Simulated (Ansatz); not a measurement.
Saddle point of ZnNH5O2, singlet (ZnH₂O₂ ([OH][Zn][OH]) + NH₃ → ZnNH₃O ([NH2][Zn][OH]) + H₂O; bonds formed: O2–H4; dative contacts that become bonds: Zn1–N5; bonds broken: Zn1–O2, H4–N5), PBE0-D4/def2-TZVP structure:

```xyz
9
angstrom
Zn -0.4699 0.0892 -0.6188
O 1.4760 0.2321 0.0296
O -1.3124 0.6067 -2.1147
H 0.8203 -0.2385 0.9119
N -0.3876 -0.7121 1.1672
H 1.9995 1.0134 0.2119
H -0.7204 0.9997 -2.7586
H -0.4845 -1.7138 1.2645
H -0.9212 -0.2768 1.9072
```

Energies are electronic, without zero-point energy. Barriers and step energies count from the start structure reached by relaxing down the imaginary mode; all methods use the PBE0-D4 structures, on which another method's saddle can fall below an end. Ansatz 0.2.0; basis: def2-TZVPP, with def2-QZVPP for the basis limit; cores frozen in the correlated methods. The 3s and 3p shells of Cu and Zn are frozen; filled d shells are correlated. B3LYP uses VWN-RPA correlation. Extrapolation: Hartree–Fock as exp(−7.88 √X), correlation as X^−2.97.

| method | barrier (eV) | step energy (eV) |
| --- | --- | --- |
| SPW92 | 0.487 | 0.446 |
| PBE-D4 | ? | 0.495 |
| BLYP-D4 | 0.808 | 0.539 |
| r2SCAN-D4 | 0.786 | 0.581 |
| B97M-V | 0.929 | 0.594 |
| PBE0-D4 | ? | 0.539 |
| B3LYP-D4 | 0.852 | 0.572 |
| r2SCAN0-D4 | 0.821 | 0.594 |
| BHLYP-D4 | 0.943 | 0.629 |
| CAM-B3LYP-D4 | 0.848 | 0.590 |
| wB97X-V | 0.866 | 0.595 |
| wB97M-V | 0.849 | 0.556 |
| B2PLYP | 0.868 | 0.587 |
| PBE-QIDH | 0.824 | 0.578 |
| RPA on PBE | 0.862 | 0.572 |
| HF | 1.182 | 0.726 |
| MP2 | ? | 0.568 |
| CCSD | 0.919 | 0.604 |
| CCSD(T) | 0.863 | 0.579 |

(1) Fill in the withheld barriers. (Judge from chemistry; the value comes from the calculation.)

No T1 diagnostic of these runs exceeds 0.016.

Results:

(1) The calculation gives: PBE-D4 0.697; PBE0-D4 0.769; MP2 0.840 eV. Each is the energy of the saddle less that of the start structure, by the same method.

For comparison, the barrier by CCSD(T) at an estimated basis limit (MP2 extrapolated from triple and quadruple zeta, plus CCSD(T) − MP2 in triple zeta) is 0.901 eV.

Labels in which every atom is bracketed show which atoms are joined, not bond orders.

For scale, one of the runs: CCSD(T)/def2-TZVPP, 227 basis functions, launched by `ansatz run in.yaml --threads 8 --pin off --events-out ev --progress --plain --max-ram 19148MiB`. Hardware: 8 CPU threads of an Arm Neoverse V1, shared host. Wall time 86 s; peak host memory 4 GiB.
